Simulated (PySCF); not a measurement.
Correlation energy of Pr (praseodymium, neutral)

[Xe] 4f3 6s1 7s1, one real determinant (an excited configuration). All numbers are calculated (PySCF 2.14, scalar relativity by spin-free X2C-1e, in x2c-TZVPPall with one added diffuse shell each of s, p, d, f type (12s8p8d5f2g, 129 functions)). Frozen: [Ar] 3d10; 31 electrons correlated.

MP2 pair energies summed by pair of shells (mhartree):

```json
{"pair": "4d-4d", "energy": "-254.28", "share (%)": "25.9"}
{"pair": "4d-4f", "energy": "-121.84", "share (%)": "12.4"}
{"pair": "4d-5p", "energy": "-120.38", "share (%)": "12.3"}
{"pair": "5p-5p", "energy": "-120.27", "share (%)": "12.2"}
{"pair": "4f-5p", "energy": "-75.42", "share (%)": "7.7"}
{"pair": "4p-4d", "energy": "-60.11", "share (%)": "6.1"}
{"pair": "5s-5p", "energy": "-34.92", "share (%)": "3.6"}
{"pair": "4d-5s", "energy": "-33.01", "share (%)": "3.4"}
{"pair": "4p-4p", "energy": "-20.25", "share (%)": "2.1"}
{"pair": "5p-6s", "energy": "-19.88", "share (%)": "2.0"}
{"pair": "4s-4d", "energy": "-19.52", "share (%)": "2.0"}
{"pair": "4f-4f", "energy": "-17.72", "share (%)": "1.8"}
{"pair": "4f-5s", "energy": "-15.54", "share (%)": "1.6"}
{"pair": "4p-4f", "energy": "-14.41", "share (%)": "1.5"}
{"pair": "4p-5p", "energy": "-12.14", "share (%)": "1.2"}
{"pair": "4p-5s", "energy": "-6.84", "share (%)": "0.7"}
{"pair": "5s-5s", "energy": "-6.30", "share (%)": "0.6"}
{"pair": "4s-4p", "energy": "-6.10", "share (%)": "0.6"}
{"pair": "4s-4f", "energy": "-4.15", "share (%)": "0.4"}
{"pair": "4f-6s", "energy": "-4.10", "share (%)": "0.4"}
{"pair": "4d-6s", "energy": "-3.56", "share (%)": "0.4"}
{"pair": "4s-4s", "energy": "-2.21", "share (%)": "0.2"}
{"pair": "5p-7s", "energy": "-2.06", "share (%)": "0.2"}
{"pair": "6s-7s", "energy": "-1.97", "share (%)": "0.2"}
{"pair": "4s-5p", "energy": "-1.34", "share (%)": "0.1"}
{"pair": "5s-6s", "energy": "-1.15", "share (%)": "0.1"}
{"pair": "4s-5s", "energy": "-1.03", "share (%)": "0.1"}
{"pair": "4f-7s", "energy": "-0.45", "share (%)": "0.0"}
{"pair": "4d-7s", "energy": "-0.37", "share (%)": "0.0"}
{"pair": "4p-6s", "energy": "-0.35", "share (%)": "0.0"}
```

Total MP2 correlation energy: -981.90 mhartree.

Same-spin part -362.03 and opposite-spin part -619.87 mhartree; SCS-MP2 scales them by 1/3 and 6/5 to -864.52 mhartree.

The reference is one real determinant that mixes LS terms of this configuration.

This basis was not built for core-valence correlation, so the inner-shell part is incomplete.
